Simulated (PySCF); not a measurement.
# Assigning NMR signals

Geometry:
```json
{"atom": "F1", "x (Å)": "1.076", "y (Å)": "-0.140", "z (Å)": "-1.834"}
{"atom": "C2", "x (Å)": "1.539", "y (Å)": "-0.102", "z (Å)": "-0.576"}
{"atom": "F3", "x (Å)": "2.286", "y (Å)": "-1.191", "z (Å)": "-0.401"}
{"atom": "F4", "x (Å)": "2.348", "y (Å)": "0.960", "z (Å)": "-0.498"}
{"atom": "C5", "x (Å)": "0.373", "y (Å)": "-0.022", "z (Å)": "0.424"}
{"atom": "F6", "x (Å)": "0.958", "y (Å)": "0.026", "z (Å)": "1.682"}
{"atom": "C7", "x (Å)": "-0.601", "y (Å)": "-1.154", "z (Å)": "0.280"}
{"atom": "C8", "x (Å)": "-1.800", "y (Å)": "-0.629", "z (Å)": "0.046"}
{"atom": "O9", "x (Å)": "-1.842", "y (Å)": "0.714", "z (Å)": "-0.019"}
{"atom": "C10", "x (Å)": "-0.528", "y (Å)": "1.207", "z (Å)": "0.195"}
{"atom": "H11", "x (Å)": "-0.325", "y (Å)": "-2.182", "z (Å)": "0.381"}
{"atom": "H12", "x (Å)": "-2.741", "y (Å)": "-1.125", "z (Å)": "-0.105"}
{"atom": "H13", "x (Å)": "-0.520", "y (Å)": "1.849", "z (Å)": "1.080"}
{"atom": "H14", "x (Å)": "-0.222", "y (Å)": "1.788", "z (Å)": "-0.679"}
```

PySCF 2.14 calculation with GIAO PBE0/pcSseg-1 shieldings and structure optimised with GFN2-xTB; one conformer, fast rotation and ring inversion assumed for equivalent nuclei, no solvent, relativity neglected.

Shifts are taken against calculated references (same method and geometry level): TMS for $^{13}$C, $^{1}$H.

(1) Assign these signals to the numbered atoms. $^{13}$C{$^{1}$H} NMR (computed): δ 164.6, 132.9, 108.8, 102.7, 78.5.

(2) Assign these signals to the numbered atoms. $^{1}$H NMR (400 MHz, computed): δ 6.83 (m, 1H), 5.49 (m, 1H), 4.81 (m, 1H), 4.77 (m, 1H).

Results:

(1) 
164.6 → C8, alkene carbon bearing oxygen: an sp2 carbon further deshielded by the attached heteroatom
132.9 → C2, CF3 carbon: 3 electronegative neighbours deshield it
108.8 → C5, allylic fully substituted sp3 carbon bonded to F: pulled downfield by the heteroatom
102.7 → C7, β carbon of an enol-ether or enamine type C=C: the O or N lone pair pushes π density onto this β carbon and shields it
78.5 → C10, sp3 CH2 bonded to O: pulled downfield by the heteroatom

(2) 
| δ (ppm) | atoms | environment | reason |
| --- | --- | --- | --- |
| 6.83 | H12 | hydrogen on an alkene carbon bearing oxygen | attached to an sp2 carbon and in the plane of the double bond |
| 5.49 | H11 | hydrogen on a β carbon of an enol-ether or enamine type C=C | a vinylic proton, deshielded by the sp2 carbon and the C=C anisotropy |
| 4.81 | H14 | hydrogen on an sp3 CH2 bonded to O | its carbon carries O, which withdraws density |
| 4.77 | H13 | hydrogen on an sp3 CH2 bonded to O | – |

H14 and H13 lie closer than the usual error of such a calculation, so a measured spectrum could show them in the other order.

Splittings by $^{19}$F in the carbon and heteronuclear signals aren't shown, as no couplings were computed. Shifts are as computed. Against solution values, carbons near 30 ppm lie about +3 ppm off and those near 130 ppm about +5 ppm. Of 1211 compounds with measured shifts, 218 miss one by over three times the rms of a fit or turn the order of signals round; such compounds aren't used in these exercises. Multiplicities follow the n + 1 count of equivalent neighbours, as no J values were calculated; m marks all less simple cases, F and P coupling included.
